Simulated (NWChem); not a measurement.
# SiH$_{2}$O$_{2}$ClF; SMILES O[Si](Cl)(O)F

```xyz
7

O      0.0141    -1.0195     1.4707
Si    -0.0122    -0.3342    -0.0149
O     -1.3502    -0.8282    -0.8008
F      1.3265    -0.7582    -0.8050
Cl    -0.0125     1.7005     0.0401
H      0.8009    -0.9114     2.0131
H     -1.6670    -1.7145    -0.6005
```
Atoms are numbered in this order, from 1.

Results from NWChem. Pople sets run with spherical d functions. All runs use the structure optimised with PBE0/def2-SVP. Vertical excitations in the gas phase; the lowest state need not have the same character in each row.

Question: Order these by “lowest excitation, singlet (eV)”, lowest first: BHandHLYP/6-31G*, TDA; B3LYP/6-31G*, TDA; Hartree-Fock/6-31G*, CIS; PBE/6-31G*, TDA.

Answer: PBE/6-31G*, TDA (7.50), B3LYP/6-31G*, TDA (8.21), BHandHLYP/6-31G*, TDA (9.16), Hartree-Fock/6-31G*, CIS (10.43)
